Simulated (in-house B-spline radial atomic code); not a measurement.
Sc³⁺. Computed with a B-spline radial atomic code. Model: all-electron spherical atom, spin shells full or empty, radial basis limit, no spin-orbit coupling, Breit or QED, empty-state partial waves extrapolated as (l+1/2)^-4, RPA, G0W0 and static COHSEX of the highest shell as one setting changes (uncorrelated shells keep exact exchange).

Given: element Sc; charge 3; filled core Ne; hamiltonian one-electron scalar X2C; mean-field start PBE0; highest l of empty states 9; nuclear rms radius 3.5459 fm; highest mean-field shell 3p.

Shell: 3s 1 1, 3p 3 3 (electrons up and down).

```tsv
lowest nl shells left uncorrelated	RPA correlation energy (hartree)	G0W0 level (eV)	G0W0 minus most complete (meV)	COHSEX level (eV)	linearised minus solved G0W0 (meV)
0	-1.1482	-73.687	0	-77.089	-13.2
1	?	?	?	?	?
2	?	?	?	?	?
3	-0.44663	-73.527	159.6	-76.799	-12.6
4	-0.31438	-74.376	-689.3	-77.452	-7.6
```

Question: What follows for lowest nl shells left uncorrelated = 1?

Answer: RPA correlation energy -1.01 hartree; G0W0 level -73.678 eV; G0W0 minus most complete 8.7 meV; COHSEX level -77.085 eV; linearised minus solved G0W0 -13.2 meV.

Question: What follows for lowest nl shells left uncorrelated = 2?

Answer: RPA correlation energy -0.857 hartree; G0W0 level -73.663 eV; G0W0 minus most complete 23.9 meV; COHSEX level -77.069 eV; linearised minus solved G0W0 -13.1 meV.
